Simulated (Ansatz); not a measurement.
Ansatz (an electronic-structure program) input (CCSD(T)/aug-cc-pVDZ):

Ansatz 0.2 input:
```yaml
crystal:
  periodic: [false, false, false]
  atoms:
    - {symbol: B, position_ang: [0.00144604, 0.01559745, 0.00559125]}
    - {symbol: F, position_ang: [0.11929456, 1.28674615, 0.46126244]}
    - {symbol: N, position_ang: [1.19069662, -0.70369404, -0.24118337]}
    - {symbol: N, position_ang: [-1.30154180, -0.49191464, -0.18740884]}
    - {symbol: H, position_ang: [1.22007218, -1.64802679, -0.57866949]}
    - {symbol: H, position_ang: [2.09293198, -0.29117585, -0.08569098]}
    - {symbol: H, position_ang: [-2.11378102, 0.06629200, 0.00507642]}
    - {symbol: H, position_ang: [-1.50418812, -1.41653120, -0.51988868]}
basis:
  gaussian:
    orbitals: aug-cc-pVDZ
total_charge: 1
magnetization: {spin_polarized: true, initial_magnetization: 1}
correlation: {method: ccsd_t, electrons: outside_noble_gas}
```

Output:

```
Functional definition: HF
integrals: 0.43 GiB planned
1231 factors; integrals over basis functions are off by at most 7.6e-4 eV
mean field: 0.49 GiB planned
mean field evaluation 1: about -6394.3726 eV, gradient 3.9e1 eV
mean field evaluation 2: about -6394.3717 eV, gradient 3.9e1 eV
mean field evaluation 4: about -6400.4179 eV, gradient 3.4e0 eV
mean field evaluation 8: about -6400.5813 eV, gradient 2.5e-1 eV
mean field evaluation 16: about -6400.5725 eV, gradient 9.2e-1 eV
mean field evaluation 32: about -6400.5826 eV, gradient 2.5e-1 eV
mean field evaluation 64: about -6396.1357 eV, gradient 7.8e0 eV
mean field evaluation 96: about -6396.6213 eV, gradient 2.2e0 eV
mean field evaluation 128: about -6398.0939 eV, gradient 5.6e-3 eV
mean field -6400.58635085 eV, -235.2172099204 hartree, gradient 8.4e-6 eV, S^2 0.841953; 7 other end points of the search recorded, 0 dependent functions left out
determinant -6400.58635085 eV, -235.2172099204 hartree, with singles and doubles -6417.97991334 eV, -235.8564115523 hartree
determinant -6400.58241277 eV, -235.2170651988 hartree, with singles and doubles -6418.01692992 eV, -235.8577718866 hartree
determinant -6398.09386868 eV, -235.1256128903 hartree, with singles and doubles -6416.20217061 eV, -235.7910807118 hartree
determinant -6400.58635085 eV, -235.2172099204 hartree, with singles and doubles -6418.00428390 eV, -235.8573071537 hartree
determinant -6400.58241277 eV, -235.2170651988 hartree, with singles and doubles -6418.03563403 eV, -235.8584592497 hartree
determinant -6400.58635085 eV, -235.2172099204 hartree, with singles and doubles -6418.03005116 eV, -235.8582540830 hartree
determinant -6400.58241277 eV, -235.2170651988 hartree, with singles and doubles -6418.03819760 eV, -235.8585534592 hartree
4 core orbitals not correlated
reference -6400.58241277 eV, -235.2170651988 hartree; 12, 11 occupied and 112, 113 virtual orbitals, 1231 factors
second order -16.47346393 eV of doubles, -0.00000000 eV of singles
coupled cluster: 1.15 GiB planned
cycle   1  -16.82461759 eV  change   -6.9e-1 eV  update   9.9e-2
cycle   2  -17.28890979 eV  change   -4.6e-1 eV  update   3.8e-2
cycle   3  -17.45421451 eV  change   -1.7e-1 eV  update   2.4e-2
cycle   4  -17.45765620 eV  change   -3.4e-3 eV  update   9.2e-3
cycle   5  -17.45322129 eV  change    4.4e-3 eV  update   3.3e-3
cycle   6  -17.45512838 eV  change   -1.9e-3 eV  update   1.3e-3
cycle   7  -17.45569533 eV  change   -5.7e-4 eV  update   4.8e-4
cycle   8  -17.45573849 eV  change   -4.3e-5 eV  update   1.9e-4
cycle   9  -17.45577106 eV  change   -3.3e-5 eV  update   6.4e-5
cycle  10  -17.45577695 eV  change   -5.9e-6 eV  update   2.0e-5
coupled cluster: 1.16 GiB planned
perturbative correction -0.52518409 eV, -0.0193001595 hartree
WARN: these amplitudes may be one of several solutions (largest doubles amplitude 0.08, level shift 1.05 eV)
Total energy: -6418.56337382 eV, -235.8778533294 hartree
```

This state (charge 1, doublet) is run at the relaxed geometry of the species with charge 0 and multiplicity 1.

The program attaches cautions to this result: other roots.

The determinant is spin-contaminated: <S^2> is 0.88 against 0.75 for a pure state.
